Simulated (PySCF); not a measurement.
C2H6F2OSi, SMILES CCO[SiH](F)F.

Geometry optimised at ωB97X-D3(BJ)/def2-SVP. This is a generated structure with no PubChem entry under its InChIKey; it may be hypothetical. The values are those of a single conformer.

Calculation: PySCF with SMD-ωB97X/def2-SVP.

Solvation free energies are E(SMD) − E(gas) at the gas-phase geometry, for 1 M in both phases. In vacuum the dipole moment is 1.59 D.

Q: Rank water, chloroform, n-hexane by solvation free energy, most negative first.

A: chloroform (-3.5 kcal/mol), n-hexane (-2.4 kcal/mol), water (-0.5 kcal/mol)
